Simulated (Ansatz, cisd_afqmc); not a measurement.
System: Sb, charge 0, quartet.

Total energies in def2-SVPD, 5 correlated electrons, 9 frozen orbitals. Radicals and triplets start from unrestricted determinants; spin-orbit coupling is neglected. Correlated methods leave the cores frozen (noble-gas shells, and filled d and f shells in the p block). Past Kr the def2 sets carry scalar-relativistic core potentials. The Monte Carlo rows (phaseless AFQMC, CISD trial, step 0.005/hartree) carry one-sigma bars that omit the constraint's bias. Outlying blocks are dropped, and bars are widened where a walk drifts. Over all cases where full CI ran beside it in this data, AFQMC minus full CI had a median of +0.1 mEh and passed +0.4 mEh in a tenth of the cases. Spin-orbit terms, left out, reach several kcal/mol for Br and I, and more for heavier atoms.

```tsv
method	program	energy (Eh)	minus CCSDTQ (mEh)
HF	Ansatz	-239.27353	61.72
MP2	Ansatz	-239.32098	14.26
CCSD	Ansatz	-239.33407	1.17
CCSD(T)	Ansatz	-239.33494	0.31
CCSDT(Q)	Ansatz	-239.33523	0.02
CCSDTQ	Ansatz	-239.33525	0.00
AFQMC/CISD	cisd_afqmc	-239.3352 ± 0.0001	0.0 ± 0.1
```

Ansatz is a program for electronic structure.
